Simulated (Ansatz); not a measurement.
2 `BF` → `[BH2-]1[F+][BH2-][F+]1`  (dimerisation)

Program: Ansatz. Geometries: PBE0-D4/def2-TZVP. ΔE: electronic, gas phase. CCSD(T)/CBS is the MP2 limit (def2-TZVPP, def2-QZVPP) plus CCSD(T) − MP2 in def2-TZVPP, frozen cores. This one scheme is used for every species. Functionals use def2-TZVPP.

```csv
species,LC-ωPBE energy (Eh)
`BF`,-125.90258
`[BH2-]1[F+][BH2-][F+]1`,-251.80563
```

Task: Work out ΔE.

Result: ΔE = (-251.80563) − 2 × (-125.90258) = -0.00047 Eh = -0.3 kcal/mol. CCSD(T)/CBS gives +0.9 kcal/mol.

Task: What do rigid-rotor, harmonic-oscillator terms from PBE0-D4/def2-TZVP frequencies (298.15 K, 1 bar) make of the CCSD(T)/CBS value? (Best estimate.)

Result: Ansatz gave: ΔZPE = +3.7 kcal/mol, ΔH = +3.2 kcal/mol, ΔS = -170 J/(mol·K), ΔG = +15.4 kcal/mol.

Largest T1 diagnostic among the species: 0.013.

The D4 term adds −2.1 kcal/mol with B3LYP and −1.1 kcal/mol with PBE0; it sums over pairs of atoms, weighted by their polarisabilities, and B3LYP, whose exchange is more repulsive, gets the larger term. From BLYP to BHLYP (50 % exact exchange), in def2-TZVPP and without D4, ΔE moves by −3.5 kcal/mol.

B3LYP here is the variant with VWN-RPA as its local correlation; programs differ in this.
